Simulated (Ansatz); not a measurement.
Born–Oppenheimer molecular dynamics of H5NOSeSi (9 atoms, charge 0, multiplicity 1). It starts at the highest image of a converged band. Of that band: Neighbouring images differ by up to 1.5 eV, so the band resolves the path poorly. A vibrational analysis at the climbing image gives one clearly imaginary mode, 1324i cm⁻¹: a first-order saddle point.

Theory: Ansatz 0.2.0, RKS PBE/def2-SVP.

* ensemble: NVE (velocity Verlet)
* time step: 0.5 fs
* steps asked: 200
* starting velocities drawn for: 300 K
* seed: 8018

First frame:

```xyz
9
Properties=species:S:1:pos:R:3
N -0.538 1.220 0.267
Si 0.385 -0.111 -0.728
O 1.566 -0.431 0.455
Se -1.078 -1.933 -0.947
H -0.113 1.642 1.106
H -1.566 1.250 0.281
H 0.027 1.455 -1.035
H 2.354 -0.870 0.085
H -0.949 -2.270 0.498
```

What does the run give?

The run went to its last step.

- steps done: 200
- time covered: 100 fs
- mean temperature over the second half: 830 K
- spread of the potential energy over the second half: 18.1 meV per atom
- mean potential energy of the second half above the start: -53.5 meV per atom

The conserved energy stayed within 1.1 meV per atom of its start (net change 0.27 meV per atom), so the integration is sound. The system heated up, since it started high on the potential surface and ran downhill. A run of 0.1 ps of so small a system gives no equilibrium averages. The orbitals stay closed-shell, which can raise the energy where a bond breaks towards radicals; this wasn't checked here.

What happens to the structure?

The step under study would form N1–H7 and break Si2–H7. These pairs go: N1–H7 1.44 → 1.13 Å, Si2–H7 1.64 → 4.00 Å. In the last frame they stand as after the step (other bonds may differ from the relaxed reactants and products). Also parted: N1–Si2 1.90 → 3.19 Å. It ends as H2OSeSi + H3N. Pairs count as bonded within 1.25 times the sum of covalent radii (0.12 Å more for H–H). This is one draw of velocities; another would differ in detail.

How do temperature and energy run in time?


```json
{"time (fs)": "0.0", "T (K)": "300", "potential energy less start (eV)": "0.000", "conserved less start (meV/atom)": "0.00"}
{"time (fs)": "5.0", "T (K)": "195", "potential energy less start (eV)": "0.096", "conserved less start (meV/atom)": "0.11"}
{"time (fs)": "10.0", "T (K)": "730", "potential energy less start (eV)": "-0.390", "conserved less start (meV/atom)": "-0.13"}
{"time (fs)": "15.0", "T (K)": "1311", "potential energy less start (eV)": "-0.922", "conserved less start (meV/atom)": "-0.80"}
{"time (fs)": "20.0", "T (K)": "1127", "potential energy less start (eV)": "-0.747", "conserved less start (meV/atom)": "0.09"}
{"time (fs)": "25.0", "T (K)": "1477", "potential energy less start (eV)": "-1.073", "conserved less start (meV/atom)": "-0.91"}
{"time (fs)": "30.0", "T (K)": "1046", "potential energy less start (eV)": "-0.673", "conserved less start (meV/atom)": "0.19"}
{"time (fs)": "35.0", "T (K)": "1245", "potential energy less start (eV)": "-0.863", "conserved less start (meV/atom)": "-0.91"}
{"time (fs)": "40.0", "T (K)": "847", "potential energy less start (eV)": "-0.493", "conserved less start (meV/atom)": "0.20"}
{"time (fs)": "45.0", "T (K)": "1081", "potential energy less start (eV)": "-0.714", "conserved less start (meV/atom)": "-0.81"}
{"time (fs)": "50.0", "T (K)": "902", "potential energy less start (eV)": "-0.543", "conserved less start (meV/atom)": "0.17"}
{"time (fs)": "55.0", "T (K)": "910", "potential energy less start (eV)": "-0.556", "conserved less start (meV/atom)": "-0.49"}
{"time (fs)": "60.0", "T (K)": "610", "potential energy less start (eV)": "-0.278", "conserved less start (meV/atom)": "0.25"}
{"time (fs)": "65.0", "T (K)": "643", "potential energy less start (eV)": "-0.310", "conserved less start (meV/atom)": "-0.02"}
{"time (fs)": "70.0", "T (K)": "437", "potential energy less start (eV)": "-0.122", "conserved less start (meV/atom)": "0.31"}
{"time (fs)": "75.0", "T (K)": "519", "potential energy less start (eV)": "-0.198", "conserved less start (meV/atom)": "0.01"}
{"time (fs)": "80.0", "T (K)": "610", "potential energy less start (eV)": "-0.278", "conserved less start (meV/atom)": "0.26"}
{"time (fs)": "85.0", "T (K)": "839", "potential energy less start (eV)": "-0.488", "conserved less start (meV/atom)": "0.02"}
{"time (fs)": "90.0", "T (K)": "691", "potential energy less start (eV)": "-0.351", "conserved less start (meV/atom)": "0.27"}
{"time (fs)": "95.0", "T (K)": "793", "potential energy less start (eV)": "-0.446", "conserved less start (meV/atom)": "0.09"}
{"time (fs)": "100.0", "T (K)": "609", "potential energy less start (eV)": "-0.277", "conserved less start (meV/atom)": "0.27"}
```

Time of the run: 5.5 min on 2 threads of Arm Neoverse V1, with other jobs on the host, peak memory 0.15 GiB.
